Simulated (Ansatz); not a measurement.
Relaxation of CH$_{7}$ClGe (10 atoms, charge 0, multiplicity 1), to a largest force component of 0.03 eV/Å in at most 50 steps.

Level of theory: Ansatz, RHF/def2-TZVP.

```xyz
10
Properties=species:S:1:pos:R:3
Ge -0.040 0.186 0.135
C -0.024 0.158 2.102
H -0.787 -0.502 2.499
H 0.944 -0.124 2.500
H -0.236 1.154 2.469
H 1.386 0.116 -0.427
H -0.675 1.515 -0.323
H -0.884 -0.958 -0.434
Cl 1.122 -2.899 1.093
H 0.650 -2.058 1.992
```

Task: Where does it end, and by what steps?

Result: The run converged. The force dipped under the threshold on the way, but the program's further checks kept it going. After 26 steps the energy has fallen by 0.306 eV; H10 moved furthest, 2.14 Å.

```tsv
step	energy less start (eV)	largest force component (eV/Å)	accepted
0	0.0000	1.266	yes
1	-0.1389	0.643	yes
2	-0.1969	0.226	yes
3	-0.2249	0.177	yes
4	-0.2442	0.156	yes
5	-0.2527	0.331	yes
6	-0.2597	0.338	yes
7	-0.2704	0.419	yes
8	-0.2744	0.594	yes
9	-0.2947	0.056	yes
10	-0.2988	0.036	yes
11	-0.2599	1.375	no
12	-0.3007	0.021	yes
13	-0.3008	0.230	yes
14	-0.3026	0.071	yes
15	-0.3034	0.091	yes
16	-0.3037	0.173	yes
17	-0.3045	0.091	yes
18	-0.3051	0.005	yes
19	-0.2682	1.351	no
20	-0.3037	0.341	no
21	-0.3054	0.081	yes
22	-0.3053	0.204	no
23	-0.3058	0.016	yes
24	-0.3060	0.094	yes
25	-0.3060	0.181	no
26	-0.3064	0.016	yes
```

```xyz
10
Properties=species:S:1:pos:R:3
Ge -0.199 0.567 0.052
C -0.094 0.540 2.012
H -1.077 0.381 2.441
H 0.561 -0.256 2.343
H 0.293 1.482 2.383
H 1.195 0.789 -0.561
H -1.126 1.702 -0.419
H -0.760 -0.766 -0.474
Cl 1.891 -3.653 1.796
H 0.772 -4.196 2.032
```

Whether the end is a true minimum wasn't checked by a vibrational analysis.

The run took 37 s on 4 threads of Arm Neoverse V1, on a shared host, peak memory 0.4 GiB.
